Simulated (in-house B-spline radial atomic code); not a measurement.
# RPA and G0W0 on LDA VWN5: Rb¹⁹⁺

Configuration [Ne] 3s2 3p6, mean-field start LDA VWN5. Computed with an all-electron radial atomic-structure program (B-spline basis): all electrons, non-relativistic, point nucleus, each spin shell either full or empty, empty states to l = 9 with an (l + 1/2)⁻⁴ tail; G0W0 by contour deformation at full frequency.

Without relativity these are model numbers: it shifts the levels of so heavy an element strongly and can reorder them.

Command:
```bash
python run_gw.py task.json out
```
Settings (radii: box in bohr, nucleus in fm):
```
Z                        37
electrons                18
configuration            [Ne] 3s2 3p6
hamiltonian              nr
method                   lda,vwn
lmax                     9
spin_polarised           False
box_radius               4.23
intervals                47
```

Time taken, with all properties: 1.3 s on 1 thread of Arm Neoverse N1, with other jobs on the host.

Energies (hartree):

| term | value |
| --- | --- |
| mean-field total | -2734.67296 |
| Hartree-Fock functional on these orbitals | -2737.74745 |
| direct second order | -1.6428 |
| second-order exchange | 0.53689 |
| SOSEX correction | 0.49302 |

Problem. What is the RPA correlation energy, and what remains with SOSEX?

Solution. RPA gives -1.4475 hartree (-2.19 eV per electron); RPA + SOSEX gives -0.95445, and the second-order doubles -1.106 hartree (no singles). SOSEX takes back 34 % of the RPA value.

Quasi-particle levels (eV):

```
level  occupied  mean field  Σx - vxc     Σc  QP weight      G0W0
   3p       yes     -832.40    -24.34      ?          ?         ?
   2p       yes    -2499.09    -81.02  10.65      0.971  -2569.46
   2s       yes    -2672.38    -99.03   9.97      0.949  -2761.45
   3d        no     -734.31     30.36  -3.60      0.985   -707.54
```

G0W0 = mean field + (Σx - vxc) + Σc, with Σc (partial-wave tail included) taken at the quasi-particle energy. Only the outer levels were computed. Levels of low weight are left out.

Problem. Where does G0W0 put 3p?

Solution. At -857.30 eV, with Σc = -0.57 eV and a quasi-particle weight of 0.972. The tabulated removal energy is 857 ± 3 eV (NIST, semi-empirical); the calculation leaves out relativity, Breit and QED terms, and what these don't explain is the method's own error.
